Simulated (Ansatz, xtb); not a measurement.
# CH5AlSn: where a starting geometry ends

The starting geometry of this gas-phase singlet was built from a drawn formula by distance geometry and a force field; its bonds are those of `[CH2]=[SnH][AlH2]`.

```csv
atom,x (Å),y (Å),z (Å)
C,0.1861,1.2591,2.8716
Al,-0.4996,-0.2487,-0.6827
Sn,0.3075,-0.2885,1.7828
H,-0.2188,2.1917,2.4304
H,0.5450,1.1972,3.8869
H,0.9446,-1.8317,2.4810
H,-0.3946,-1.5224,-1.6667
H,-1.0869,1.1453,-1.3700
```

Problem. Predict what becomes of its bonds when it is optimised with r2SCAN-D4/def2-SVP.

Solution. It keeps its bonds, and is `[CH2]=[SnH][AlH2]`.

The energy falls by 0.29 eV over 6 steps:

```
step  E − E(last) (eV)
   1             0.288
   2             0.062
   3             0.011
   4             0.002
   5             0.000
   6             0.000
```

Final geometry (Å):

```xyz
8

C     0.2003    1.2494    2.8866
Al   -0.5014   -0.2651   -0.7782
Sn    0.2911   -0.3549    1.7016
H    -0.1871    2.2056    2.5184
H     0.5278    1.2387    3.9322
H     0.9346   -1.7331    2.4937
H    -0.4130   -1.5542   -1.7010
H    -1.0690    1.1156   -1.3200
```

From the same start GFN2-xTB ends elsewhere, at `[AlH2][CH2][SnH]`.

The end wasn't checked by frequencies. Atoms past krypton carry core potentials, without spin–orbit terms. Run with Ansatz 0.2.0, 32 s on 1 thread of Arm Neoverse V2, on a shared host.
